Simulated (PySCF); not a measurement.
# Electron correlation in Si⁺ (silicon, charge +1)

[Ne] 3s2 3d1, 2D determinant (an excited configuration). All numbers are calculated (PySCF 2.14, the spin-free X2C one-electron Hamiltonian (Gaussian nucleus), in dyall-av3z (19s12p3d2f, 84 functions)). Frozen: [Ne]; 3 electrons correlated; the 23 highest virtual orbitals of each spin left out.

MP2 pair energies summed by pair of shells (mhartree):

```json
{"pair": "3s-3s", "energy": "-31.72", "share (%)": "63.1"}
{"pair": "3s-3d", "energy": "-18.57", "share (%)": "36.9"}
```

Total MP2 correlation energy: -50.29 mhartree.

Same-spin part -4.51 and opposite-spin part -45.78 mhartree; SCS-MP2 scales them by 1/3 and 6/5 to -56.44 mhartree.
